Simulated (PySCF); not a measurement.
Computed shifts of a molecule FH5OSi2, PySCF with KT2/pcSseg-1, GIAO, gas phase, equivalent atoms averaged, in ppm (number of nuclei): ²⁹Si: -22.1 (1), -32.3 (1). ¹⁹F: -188.0 (1). ¹H: 5.52 (3), 5.45 (1), 5.36 (1). References: ²⁹Si against TMS (σ = 361.9 ppm); ¹⁷O against H2O (σ = 330.4 ppm); ¹⁹F against CFCl3 (σ = 127.1 ppm); ¹H against TMS (σ = 31.47 ppm), references at their B3LYP-D3(BJ)/def2-TZVP geometries, non-relativistic. Geometry optimised at B3LYP-D3(BJ)/def2-SVP. The values are those of a single conformer.

Task: Which structure fits?
(A) F[SiH2]O[SiH3]
(B) O[Si@H](F)[SiH3]
(C) O[SiH2][SiH2]F

Result: A, F[SiH2]O[SiH3]
